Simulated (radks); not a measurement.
Q: These are the eigenvalues of the occupied orbitals of an atom or ion with whole-number occupations (Ry). Method: Dirac Kohn-Sham, PBE, spin-unpolarised, spherical densities, finite nucleus; Fermi nuclear charge, rms radius of each element as measured or else 0.836 A^(1/3) + 0.57 fm; computed with a radial shooting solver on a logarithmic mesh with Libxc functionals.

| orbital | eigenvalue |
|---|---|
| 1s1/2 | -357.7922 |
| 2s1/2 | -39.45251 |
| 2p1/2 | -32.92431 |
| 2p3/2 | -32.50004 |
| 3s1/2 | -4.60118 |
| 3p1/2 | -2.88659 |
| 3p3/2 | -2.83825 |
| 4s1/2 | -0.32811 |
| 3d3/2 | -0.31411 |

Which element is it, and in what charge state? The configuration may be excited. Open shells, if any, fill j = l - 1/2 first.

A: Z = 22, titanium, charge 0: Ti in [Ar] 3d2 4s2. The list shows which subshells hold electrons but not how many an open one holds; the 1s level, -178.9 hartree, gives Z - s = 18.9 by -(Z - s)^2/2, which with screening and relativity narrows Z to a few neighbours, and the depths of the outer levels then fix element, charge and occupations together.
